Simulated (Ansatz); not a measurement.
Te(F)4 anion (F₄Te), SMILES F[Te](F)(F)F (connectivity only; charge and spin as stated), charge -1, multiplicity 2.

Geometry optimised at B3LYP-D3(BJ)/def2-SVPD. The multiplicity is an assumed one; other spin states were not compared. The isomer is the one that the SMILES or the coordinates give; other isomers of the formula were not compared. The def2 effective core potentials stand for the cores of Te; spin–orbit coupling is left out.

Two levels are set side by side: PBE/def2-SVPD (Ansatz, a first-principles code) and CAM-B3LYP/def2-SVPD (Ansatz). Energy differences of separate SCF runs at the same geometry; the states with an electron removed or added have multiplicity 1. Differences are taken from unrounded values.

| quantity | CAM-B3LYP |
|---|---|
| vertical ionisation energy (eV) | 3.35 |

Problem. What does PBE give, and how far is it from CAM-B3LYP? (Estimate from the structure and the level; the computed values follow.)

Solution. 
| quantity | PBE | PBE minus CAM-B3LYP |
|---|---|---|
| vertical ionisation energy (eV) | 2.82 | -0.53 |
